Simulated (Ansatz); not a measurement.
Ideal-gas functions of CH$_{4}$BFO (`COBF`) at 400 K and 1 bar, from an Ansatz frequency run at PBE0-D4/def2-TZVP.

Molar mass 61.85 g/mol, point group Cs (symmetry number 1), electronic degeneracy 1, moments of inertia 10.668, 122.443, 129.934 u Å². Harmonic wavenumbers (cm⁻¹, unscaled): 130, 192, 290, 515, 920, 1021, 1102, 1173, 1192, 1280, 1433, 1490, 1500, 1521, 2622, 3045, 3125, 3135.

Use S(trans) = R[1.5 ln M + 2.5 ln T − 1.1517]; rotational temperatures θ = 24.2544 K / I; S(rot) = R[ln(√π/σ · √(T³/θAθBθC)) + 1.5]; for each mode x = 1.438777 ν̃/T, S = R[x/(eˣ − 1) − ln(1 − e⁻ˣ)] and H = RT x/(eˣ − 1); 1 cm⁻¹ = 0.0119627 kJ/mol; R = 8.31446 J/(mol·K).

**Question.** By hand: the entropy, in J/(mol·K).

**Answer.** Translation 166.4. Rotation: θ = 2.2736, 0.1981, 0.1867 K, giving 102.2. Vibration, mode by mode: 14.71, 11.56, 8.33, 4.28, 1.35, 1.01, 0.80, 0.65, 0.61, 0.47, 0.30, 0.25, 0.24, 0.23, 0.01, 0.00, 0.00, 0.00, in all 44.8. Electronic 0.0. Sum 313.4 J/(mol·K).

**Question.** By hand: H − E and G − E in kJ/mol, counted from the electronic energy.

**Answer.** Zero-point energy ½ × 25686 × 0.0119627 = 153.6; thermal vibration 9.9; translation, rotation and pV give 4 RT = 13.3. H − E = 176.8 kJ/mol, and G − E = 176.8 − 400 × 313.4/1000 = 51.4 kJ/mol.

Vibration gives 14 % of the entropy, 14.7 J/(mol·K) of it from the mode under 150 cm⁻¹: soft modes count most, and the harmonic formula is weakest for them. The sum counts one conformer and one mirror image; others add a mixing term.
